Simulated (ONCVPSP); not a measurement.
An all-electron radial function and its pseudo partner (Tb (Z = 65))

Columns: radius, all-electron u(r) and pseudo u(r) of the 5d shell (level -2.45 eV) of terbium in the configuration [Kr] 4d10 4f8 5s2 5p6 5d1 6s2; PBEsol, scalar-relativistic, ONCV scheme, ONCVPSP 4.0.1.

```json
{"r (bohr)": "0.173", "all-electron": "0.1442", "pseudo": "0.0026"}
{"r (bohr)": "0.345", "all-electron": "-0.1715", "pseudo": "0.0193"}
{"r (bohr)": "0.518", "all-electron": "-0.2480", "pseudo": "0.0604"}
{"r (bohr)": "0.690", "all-electron": "-0.0986", "pseudo": "0.1282"}
{"r (bohr)": "0.862", "all-electron": "0.1057", "pseudo": "0.2180"}
{"r (bohr)": "1.035", "all-electron": "0.2879", "pseudo": "0.3200"}
{"r (bohr)": "1.208", "all-electron": "0.4254", "pseudo": "0.4204"}
{"r (bohr)": "1.380", "all-electron": "0.5187", "pseudo": "0.5067"}
{"r (bohr)": "1.553", "all-electron": "0.5768", "pseudo": "0.5718"}
{"r (bohr)": "1.725", "all-electron": "0.6073", "pseudo": "0.6118"}
{"r (bohr)": "1.898", "all-electron": "0.6182", "pseudo": "0.6290"}
{"r (bohr)": "2.070", "all-electron": "0.6153", "pseudo": "0.6276"}
{"r (bohr)": "2.242", "all-electron": "0.6032", "pseudo": "0.6138"}
{"r (bohr)": "2.415", "all-electron": "0.5852", "pseudo": "0.5925"}
{"r (bohr)": "2.588", "all-electron": "0.5636", "pseudo": "0.5678"}
{"r (bohr)": "2.760", "all-electron": "0.5403", "pseudo": "0.5422"}
{"r (bohr)": "2.932", "all-electron": "0.5160", "pseudo": "0.5167"}
{"r (bohr)": "3.105", "all-electron": "0.4912", "pseudo": "0.4914"}
{"r (bohr)": "3.278", "all-electron": "0.4665", "pseudo": "0.4665"}
{"r (bohr)": "3.450", "all-electron": "0.4422", "pseudo": "0.4422"}
{"r (bohr)": "3.623", "all-electron": "0.4183", "pseudo": "0.4183"}
{"r (bohr)": "3.795", "all-electron": "0.3951", "pseudo": "0.3951"}
{"r (bohr)": "3.968", "all-electron": "0.3724", "pseudo": "0.3725"}
{"r (bohr)": "4.140", "all-electron": "0.3506", "pseudo": "0.3507"}
{"r (bohr)": "4.312", "all-electron": "0.3297", "pseudo": "0.3297"}
{"r (bohr)": "4.485", "all-electron": "0.3094", "pseudo": "0.3094"}
```

**Question.** How many radial nodes do the two functions have?

**Answer.** The all-electron 5d function has n − l − 1 = 2; the pseudo-wave has 0, since the states of the same l below it are removed with the core.

**Question.** At about which radius was the pseudo-wave matched?

**Answer.** 3.45 bohr. The columns agree to 0.0005 from 3.10 bohr on; several derivatives are matched, so the curves merge somewhat inside the radius.

**Question.** Is the pseudo-wave norm-conserving?

**Answer.** Yes: the ONCV scheme keeps the norm inside the radius equal to the all-electron one, which fixes the energy derivative of the logarithmic derivative at the level.
